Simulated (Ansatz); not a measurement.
Born–Oppenheimer molecular dynamics of F₂GeH₆ (9 atoms, charge 0, multiplicity 1). It starts at the highest image of a converged band. Of that band: The profile has 2 maxima (images 1, 3) with wells between them (image 2): this band takes more than one step, which may be the mechanism or a detour left from its start path. Neighbouring images differ by up to 1.4 eV, so the band resolves the path poorly. A vibrational analysis at the climbing image gives 2 clearly imaginary modes (998i, 65i cm⁻¹): a point of higher order, so a lower path passes nearby.

These are results of RKS B3LYP-D4/def2-SVP in Ansatz, not measurements.

| Quantity | Value |
| --- | --- |
| ensemble | NVE (velocity Verlet) |
| time step | 0.5 fs |
| steps asked | 200 |
| starting velocities drawn for | 300 K |
| seed | 8744 |

First frame:

```xyz
9
Properties=species:S:1:pos:R:3
Ge -0.823 0.151 -0.679
H 0.659 0.983 -0.050
H -0.861 1.536 -1.409
H -2.027 0.147 0.271
H -0.692 -0.889 -1.799
H 0.917 -0.926 1.117
F -0.033 -1.315 0.515
H 1.154 0.561 0.585
F 1.706 -0.248 1.450
```

How far do the bonds stretch over the last three quarters of this one trajectory? (Pairs bonded in most of those frames.)


| bond | mean (Å) | spread (Å) | shortest | longest |
| --- | --- | --- | --- | --- |
| Ge1–H3 | 1.546 | 0.021 | 1.51 | 1.59 |
| Ge1–H4 | 1.540 | 0.006 | 1.53 | 1.55 |
| Ge1–H5 | 1.540 | 0.015 | 1.52 | 1.57 |
| Ge1–F7 | 1.784 | 0.111 | 1.64 | 1.97 |
| H2–H8 | 0.762 | 0.008 | 0.75 | 0.77 |
| H6–F9 | 0.935 | 0.011 | 0.92 | 0.96 |

Mean temperature of the second half: 1539 K. The conserved energy stayed within 0.057 meV per atom of its start (net change -0.001 meV per atom), so the integration is sound. The kinetic energy rose, since the run started high on the potential surface and went downhill. It ends in pieces (FGeH3 + FH + H2), so much of that is their flight and rotation, not heat. A run of 0.1 ps of so small a system gives no equilibrium averages. The orbitals stay closed-shell, which can raise the energy where a bond breaks towards radicals; this wasn't checked here.

The run took 6.7 min on 2 threads of Intel(R) Xeon(R) Platinum 8488C (Sapphire Rapids), on a shared host, peak memory 0.2 GiB.
